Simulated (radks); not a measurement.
Question: Species: Ag42+. Configuration: [He] 2s2 2p1. Calculated with a radial shooting solver on a logarithmic mesh with Libxc functionals: scalar-relativistic Kohn-Sham, PBE, spin-polarised, spherical densities, finite nucleus; open shells are filled with parallel spins first (spin-orbit coupling, left out, can overturn this in heavy ions); Fermi nuclear charge, rms radius 4.5454 fm. Some entries of the table are withheld. Estimate them.

orbital  occ.  eigenvalue (eV)  <r^2> (bohr^2)
1s up       1        -29035.89        0.001297
1s down     1        -29022.90        0.001295
2s up       1        -6833.552             (1)
2s down     1        -6809.881             (2)
2p up       1        -6560.160         0.01450
2p down     0        -6532.070         0.01456
3s up       0        -2917.431             (3)
3s down     0        -2910.776             (4)
3p up       0        -2833.908             (5)
3p down     0        -2826.670             (6)

Answer: 
(1) 2s up <r^2> (bohr^2): 0.01905
(2) 2s down <r^2> (bohr^2): 0.01911
(3) 3s up <r^2> (bohr^2): 0.09914
(4) 3s down <r^2> (bohr^2): 0.09947
(5) 3p up <r^2> (bohr^2): 0.09076
(6) 3p down <r^2> (bohr^2): 0.09111
